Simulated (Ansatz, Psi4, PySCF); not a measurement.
C$_{2}$H$_{3}$O$_{2}$ (SMILES [CH2-]OC=O), charge -1, singlet, at the geometry of the source list (in this run its highest filled SCF level lies above zero, so its values depend strongly on the basis, on diffuse functions most of all). Base run: WB97X/STO-3G run with PySCF.

Here is a job for PySCF.
```python
from pyscf import gto, scf, dft

mol = gto.Mole()
mol.atom = '''
    C    -1.055288   -0.067338    0.000000
    O    -0.835098   -1.261681    0.000000
    O    -0.124079    0.903369    0.000000
    H    -2.052439    0.391126    0.000000
    C     1.232820    0.413815    0.000000
    H     1.417042   -0.189644    0.889397
    H     1.417042   -0.189644   -0.889397
'''
mol.basis = 'sto-3g'
mol.charge = -1
mol.spin = 0
mol.verbose = 3
mol.build()

mf = dft.RKS(mol)
mf.xc = 'wb97x'
mf.kernel()
```

The same geometry, method and basis name were run in Ansatz (a program for electronic structure) and Psi4 and PySCF, at each program's defaults and at the settings that a row names. The base is PySCF at its defaults. Differences at the defaults can come from grids, fitting, cores and function types together.

```json
[
 {"code and settings": "PySCF, defaults (exact integrals, its default grid, spherical functions)", "ΔE vs base (µEh)": "0.0", "basis functions": "23", "E (Eh)": "-225.13928", "SCF cycles": "10"},
 {"code and settings": "Psi4, defaults (density fitting with its default set, its default grid, spherical functions)", "ΔE vs base (µEh)": "-1304", "basis functions": "23", "E (Eh)": "-225.14059", "SCF cycles": "9"},
 {"code and settings": "Ansatz, defaults (factorised integrals, its default grid, spherical functions)", "ΔE vs base (µEh)": "-6.9", "basis functions": "23", "E (Eh)": "-225.13929", "SCF cycles": "-"},
 {"code and settings": "PySCF, density fitting with def2-universal-jkfit", "ΔE vs base (µEh)": "-1289", "basis functions": "23", "E (Eh)": "-225.14057", "SCF cycles": "10"},
 {"code and settings": "PySCF, fine grid", "ΔE vs base (µEh)": "-8.1", "basis functions": "23", "E (Eh)": "-225.13929", "SCF cycles": "10"},
 {"code and settings": "Psi4, exact integrals, spherical functions, fine grid", "ΔE vs base (µEh)": "-7.8", "basis functions": "23", "E (Eh)": "-225.13929", "SCF cycles": "11"},
 {"code and settings": "Ansatz, high accuracy", "ΔE vs base (µEh)": "-8.2", "basis functions": "23", "E (Eh)": "-225.13929", "SCF cycles": "-"}
]
```
